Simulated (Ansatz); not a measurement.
Redistribution: CH2BrI + C2H3F2I → CH2I2 + C2H3BrF2

Species: CH2BrI (bromoiodomethane) `BrCI`, singlet; C2H3F2I `FCC(F)I`, singlet; CH2I2 (diiodomethane) `ICI`, singlet; C2H3BrF2 `FCC(F)Br`, singlet. The partners trade Br for I; both sit on C, so the bond types are kept.

Shapes, held fixed at every level: PBE0-D4/def2-TZVP. Flexible molecules stand in one conformer, not always the lowest. Programs: Ansatz 0.2.0. Electronic energies: no zero-point or thermal term.

```json
{"level": "HF/def2-TZVPP", "kind": "Hartree–Fock", "ΔE (kJ/mol)": "-5.8", "less CCSD(T)/def2-TZVPP": "-3.1", "CPU time (sum over the molecules)": "–"}
{"level": "PBE-D4/def2-TZVPP", "kind": "GGA", "ΔE (kJ/mol)": "+1.3", "less CCSD(T)/def2-TZVPP": "+4.0", "CPU time (sum over the molecules)": "22 s"}
{"level": "B3LYP-D4/def2-TZVPP", "kind": "global hybrid", "ΔE (kJ/mol)": "-0.8", "less CCSD(T)/def2-TZVPP": "+1.9", "CPU time (sum over the molecules)": "38 s"}
{"level": "PBE0-D4/def2-TZVPP", "kind": "global hybrid", "ΔE (kJ/mol)": "-1.0", "less CCSD(T)/def2-TZVPP": "+1.7", "CPU time (sum over the molecules)": "25 s"}
{"level": "wB97X-V/def2-TZVPP", "kind": "range-separated hybrid", "ΔE (kJ/mol)": "-2.5", "less CCSD(T)/def2-TZVPP": "+0.2", "CPU time (sum over the molecules)": "62 s"}
{"level": "MP2/def2-TZVPP", "kind": "perturbation theory", "ΔE (kJ/mol)": "-3.0", "less CCSD(T)/def2-TZVPP": "-0.3", "CPU time (sum over the molecules)": "–"}
{"level": "CCSD(T)/def2-TZVPP", "kind": "coupled cluster or CI", "ΔE (kJ/mol)": "-2.7", "less CCSD(T)/def2-TZVPP": "0.0", "CPU time (sum over the molecules)": "15 min"}
```

The highest level, CCSD(T)/def2-TZVPP, gives ΔE = -2.7 kJ/mol; the levels span -5.8 to +1.3. That is about zero within the method's error. They disagree on the sign: 1 of 7 are positive. The column of differences is taken from that level and isn't an error. No measured value is set beside it here. For atoms past krypton def2 sets carry core potentials with scalar relativity. Relativity is left out for Br. Outer-core shells of Br, I are correlated in most correlated rows, in sets that cover them unevenly. Times are processor times on shared x86 and Arm servers, and rough.
